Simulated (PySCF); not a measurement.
Some computed properties have been withheld. Give your best values.

Species: C3H4ClFOS.
Numbering: `[CH3:1][S@:2](=[O:3])/[C:4]([F:5])=[CH:6]\[Cl:7]` (hydrogens: H8, H9, H10 on C1; H11 on C6)

Conformer (atom-mapped SMILES and torsion angles): `[CH3:1][S@:2](=[O:3])/[C:4]([F:5])=[CH:6]\[Cl:7]`: C1–S2–C4–F5 59°.

```tsv
property	level	value
point group of the GFN2-xTB geometry	GFN2-xTB	C1
rotational constants A, B, C of the GFN2-xTB geometry	GFN2-xTB	?
dipole moment	CAM-B3LYP/def2-SVPD	3.73 D
HOMO energy	CAM-B3LYP/def2-SVPD	-8.67 eV
LUMO energy	CAM-B3LYP/def2-SVPD	-0.07 eV
lowest singlet excitation	TDDFT CAM-B3LYP/def2-SVPD	?
strongest line among the 8 lowest singlet transitions	TDDFT CAM-B3LYP/def2-SVPD	S4 at 6.29 eV (197 nm, f = 0.210)
lowest triplet excitation (Tamm–Dancoff)	TDA CAM-B3LYP/def2-SVPD	3.92 eV
static isotropic polarisability	CAM-B3LYP/def2-SVPD	?
electronic spatial extent ⟨r²⟩ about the centre of nuclear charge	CAM-B3LYP/def2-SVPD	1138 bohr²
```

Electronic properties: PySCF, gas phase, density fitting.

Q: What are the rotational constants A, B, C of the GFN2-xTB geometry?

A: 2.691, 1.214, 1.033 GHz.

Q: The static isotropic polarisability?

A: 76.6 au.

Q: The lowest singlet excitation?

A: 5.12 eV (242 nm, f = 0.012).

With B = h/(8π²I), that is 505.379 GHz u Å² over I, the principal moments of inertia are 187.8, 416.1 and 489.1 u Å² (most abundant isotopes). The largest Löwdin shares of the HOMO are 0.46 on O3, 0.27 on S2, 0.08 on C1 and 0.06 on C4. The 8 singlets span 5.12 to 7.05 eV, and their oscillator strengths add up to 0.35. A dipole of 3.73 D is allowed in C1, and pure rotational transitions are dipole-allowed.

One conformer stands for the species.
